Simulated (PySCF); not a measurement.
Geometries of 2 isomers of C4H9BS, from PBE0-D3(BJ)/def2-SVP geometry optimisation, gas phase in PySCF. One conformer each, no zero-point energy, no frequencies.

Question: Which isomer lies lower at this level?
A.
```xyz
15
angstrom
C      2.337   -0.220    0.848
C      1.869    0.029   -0.377
C      0.506    0.564   -0.692
B     -0.334   -0.461   -1.540
S     -2.023   -0.923   -1.279
C     -2.583   -0.010    0.189
H      3.337   -0.632    1.003
H      1.737   -0.018    1.742
H      2.506   -0.199   -1.241
H      0.609    1.455   -1.346
H     -0.001    0.903    0.224
H      0.152   -1.017   -2.498
H     -1.965   -0.253    1.063
H     -3.617   -0.320    0.388
H     -2.566    1.074    0.011
```
B.
```xyz
15
angstrom
C      1.852   -0.498   -1.456
C      1.598   -0.190   -0.303
B      1.207    0.209    1.151
S     -0.744    0.484    1.173
C     -1.398   -1.031    0.456
C     -1.030    1.635   -0.180
H      2.118   -0.773   -2.461
H      1.618    1.295    1.527
H      1.346   -0.665    1.992
H     -1.235   -1.826    1.196
H     -2.473   -0.915    0.266
H     -0.843   -1.264   -0.465
H     -0.626    2.604    0.140
H     -2.109    1.724   -0.365
H     -0.491    1.285   -1.072
```

Answer: A. That is `C=CCBSC`, 42.6 kcal/mol below the other.

```tsv
SMILES	atoms numbered as above	E (Eh)	relative (kcal/mol)	relative (kJ/mol)	dipole (D)
C=CCBSC	[CH2:1]=[CH:2][CH2:3][BH:4][S:5][CH3:6]	-580.26778	0.0	0.0	1.76
C#C[BH2-][S+](C)C	[CH:1]#[C:2][BH2-:3][S+:4]([CH3:5])[CH3:6]	-580.19992	42.6	178.2	4.83
```
